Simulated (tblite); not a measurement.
H₃OSi, charge +1, singlet, geometry from GFN2-xTB; GFN1-xTB (tblite).

Input for tblite:
```
$ tblite run mol.xyz --method gfn1 --charge 1 --spin 0 --spin-polarized --json tblite.json --no-restart

# file mol.xyz
5

O      0.96806077    -0.29274694    -0.01801030
Si    -0.52671752     0.13783196     0.00849571
H      1.90715119    -0.08140312    -0.00537859
H     -0.91460201     1.53346203     0.09340103
H     -1.36299003    -1.03973089    -0.06287995
```

Output, abridged:

```
xTB calculator
 | screened Coulomb repulsion
 | Coulomb electrostatics
 |  * isotropic Klopman-Ohno-Mataga-Nishimoto electrostatics
 |  * onsite third-order electrostatics
 | DFT-D3(BJ) dispersion correction
 | Interactions (1)
 | [1] spin polarization

halogen bonding energy    0.0000000000000E+00 Eh
repulsion energy          6.6280259621899E-02 Eh
dispersion energy        -8.3427521464690E-04 Eh
interaction energy        0.0000000000000E+00 Eh
number of electrons       1.2000000000000E+01 e
integral cutoff           2.8146159136829E+01 bohr

------------------------------------------------------------
  cycle        total energy    energy error   density error
------------------------------------------------------------
      1     -7.497862567506  -7.5633086E+00   4.3535613E-01
      2     -7.752146884801  -2.5428432E-01   1.7783339E-01
      3     -7.757151674698  -5.0047899E-03   9.4164109E-02
      4     -7.759389968612  -2.2382939E-03   2.6894330E-02
      5     -7.760425849052  -1.0358804E-03   1.6365162E-02
      6     -7.761331981562  -9.0613251E-04   8.0024988E-03
      7     -7.761600412808  -2.6843125E-04   8.7569902E-04
      8     -7.761603731355  -3.3185468E-06   2.4199251E-04
      9     -7.761603985253  -2.5389802E-07   1.3601272E-05
------------------------------------------------------------

electronic energy        -7.8270499696599E+00 Eh
total energy             -7.7616039852526E+00 Eh

Post processing:
 | Mayer-Wiberg bond orders

[Info] JSON dump of results written to 'tblite.json'
```
